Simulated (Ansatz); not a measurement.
`CO[SiH](N)N`. Charge 0, multiplicity 1.

Z-matrix (Å, degrees):
```
C
O 1 1.404
H 1 1.097 2 112.0
H 1 1.093 2 108.9 3 -119.7
H 1 1.096 2 111.2 3 121.3
Si 2 1.645 1 124.2 3 -31.8
N 6 1.707 2 106.8 1 -88.6
N 6 1.700 2 115.0 1 153.4
H 6 1.492 2 105.8 1 36.3
H 7 1.006 6 121.6 2 -178.3
H 7 1.006 6 121.0 2 29.6
H 8 1.007 6 120.2 2 70.6
H 8 1.007 6 120.8 2 -77.6
```

Give the diagnostics of a CCSD(T)/def2-TZVPP run (frozen core, Ansatz 0.2.0). (An estimate is asked.)

Ansatz gave: T1 = 0.0104, largest single amplitude 0.010, largest double 0.013, (T) share of the correlation energy 3.5 %, 9 CCSD cycles. The RHF solution is stable towards an unrestricted one. T1 lies under the customary mark of 0.02 for closed shells.
